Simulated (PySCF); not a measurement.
**Basis set benchmark on one molecule**

Molecule: SMILES CC(C)(C)C(=O)Cl, C$_{5}$H$_{9}$ClO.

Atom-mapped SMILES (the numbers label the heavy atoms): `[CH3:1][C:2]([CH3:3])([CH3:4])[C:5](=[O:6])[Cl:7]`. Each H is labelled by its parent atom.

Geometry PBE0-D3(BJ)/def2-SVP throughout; GIAO in PySCF 2.14.0 with density-fitted response routines, gas phase, one conformer, non-relativistic; equivalent atoms averaged; functional PBE0.

Reference values (measured; solution, not stated per compound (mostly CDCl3 or CCl4); Pretsch, Buehlmann, Badertscher, Structure Determination of Organic Compounds, 4th ed. (2009)): δ(C2) = 49.4 ppm, δ(C1/C3/C4) = 27.1 ppm. Computed shifts are taken against TMS, calculated as an isolated molecule at each level.

Task: How do the basis sets STO-3G, 6-31G, 6-31G*, 6-311+G(2d,p) perform against the reference? Times are CPU seconds on 1 thread of an Arm Neoverse V1, shared host.

Result: 
```tsv
basis set	functions	C2	C1/C3/C4	mean abs. error C	core-s
STO-3G	48	44.2	26.0	3.1	4.5
6-31G	85	48.8	28.3	0.9	9.1
6-31G*	120	46.1	26.7	1.8	13
6-311+G(2d,p)	251	51.2	27.7	1.2	36
```

For $^{13}$C the closest is 6-31G (0.9 ppm) and the furthest STO-3G (3.1 ppm). Where a smaller basis beats a larger one, errors probably cancel. One molecule is a small sample, and vibrational and solvent effects are absent from the calculation.

A small basis that lands close on one nucleus may do so by chance; judge by the trend and by all nuclei.
